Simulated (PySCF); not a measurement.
## Stretching BeB

Set-up: basis Be x2c-SVPall, B x2c-SVPall; spin-free X2C with a Gaussian nucleus; PySCF 2.14. Energies in eV from Be + B in their ground configurations at the same level. All curves are PBE0. state 1: Ms = 0.5 determinant of mixed spin (⟨S²⟩ near 1.5), unpaired electrons π ↑; state 2: ⁴Σ⁻ (quartet), unpaired electrons σ ↑, π ↑↑, a second solution, started from another occupation; state 3: ⁴Π (quartet), unpaired electrons σ ↑↑, π ↑, a second solution, started from another occupation; state 4: Ms = 0.5 determinant of mixed spin (⟨S²⟩ near 1.8), unpaired electrons σ ↑, π ↑↓, a mixture of terms (⟨Lz²⟩ = 2.0), a second solution, started from another occupation.

| R (Å) | state 1 | state 2 | state 3 | state 4 |
| --- | --- | --- | --- | --- |
| 1.643 | -0.862 | -1.114 | -0.759 | -0.4438 |
| 1.720 | -1.120 | -1.163 | -0.969 | -0.4906 |
| 1.796 | -1.263 | -1.114 | -1.062 | -0.4415 |
| 1.854 | -1.314 | -1.031 | -1.074 | -0.3594 |
| 1.911 | -1.327 | -0.918 | -1.048 | -0.2497 |
| 1.968 | -1.311 | -0.783 | -0.991 | -0.1200 |
| 2.045 | -1.257 | -0.581 | -0.880 | 0.0734 |
| 2.140 | -1.154 | -0.307 | -0.700 | 0.3317 |
| 2.255 | -1.004 | 0.034 | -0.449 | 0.6451 |
| 2.408 | -0.797 | 0.480 | -0.089 | 1.0323 |

Q: Put a parabola through the three lowest points of the state 1 curve and estimate Re, k and ωe (reduced mass 4.956 u; 1 eV/Å² = 0.16022 mdyn/Å; ωe = 1302.8·√(k/μ) cm⁻¹).

A: Through R = 1.854, 1.911, 1.968 Å the second-order coefficient is 4.46 eV/Å², so Re ≈ 1.908 Å, k ≈ 1.43 mdyn/Å and ωe ≈ 700 cm⁻¹. A polynomial fit of higher order to the unrounded PBE0 energies gives Re = 1.906 Å, k = 1.44 mdyn/Å, ωe = 701 cm⁻¹; anharmonicity and rounding make the difference.

The higher-order fit for each curve: state 1: Re = 1.906 Å, ωe = 701 cm⁻¹, De = 1.33 eV; state 2: Re = 1.716 Å, ωe = 965 cm⁻¹, minimum 1.16 eV below the ground-state fragments; state 3: Re = 1.841 Å, ωe = 820 cm⁻¹, minimum 1.08 eV below the ground-state fragments; state 4: Re = 1.715 Å, ωe = 958 cm⁻¹, minimum 0.491 eV below the ground-state fragments.

The state was picked by a PBE0 search and need not be the measured ground state.
